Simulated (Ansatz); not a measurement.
`[BH2][SnH2][AlH][CH3]`, relaxed with RKS PBE-D4/def2-SVP in the Gaussian-basis code of Ansatz from a rough embedded geometry. The force threshold is 0.03 eV/Å; the program also tests the step.

Charge 0, multiplicity 1. Sn: def2 effective core potential.

Start:

```xyz
12

B     1.432   -2.430    1.056
Sn    1.342   -0.336    0.478
Al   -1.102    0.153   -0.311
C    -1.610    2.036   -1.021
H     2.512   -2.880    1.486
H     0.552   -3.166    0.993
H     2.461   -0.006   -0.854
H     1.735    0.713    1.806
H    -2.220   -1.033   -0.367
H    -2.428    2.377   -0.335
H    -0.723    2.630   -0.891
H    -1.953    1.942   -2.040
```

(1) By how much does the energy fall, and how many steps does the optimiser take? (An estimate is asked.)

(2) Which bonds change most? (An estimate is asked.)

(3) Give the relaxed structure. (An estimate is asked.)

Results:

(1) The calculation gave: 0.50 eV, in 23 steps, 3 of them rejected.

(2) Ansatz gave: Al3–C4 from 2.075 to 1.968 Å; Sn2–Al3 from 2.614 to 2.693 Å; B1–H6 from 1.149 to 1.216 Å; B1–Sn2 from 2.175 to 2.229 Å.

(3) The calculation gave: 
```xyz
12

B     1.546   -2.494    1.153
Sn    1.390   -0.437    0.309
Al   -1.150    0.200   -0.314
C    -1.610    2.030   -0.876
H     1.415   -2.684    2.347
H     1.656   -3.456    0.418
H     2.297   -0.237   -1.161
H     1.963    0.801    1.384
H    -2.313   -0.907   -0.253
H    -2.442    2.425   -0.255
H    -0.766    2.746   -0.827
H    -1.985    2.012   -1.923
```
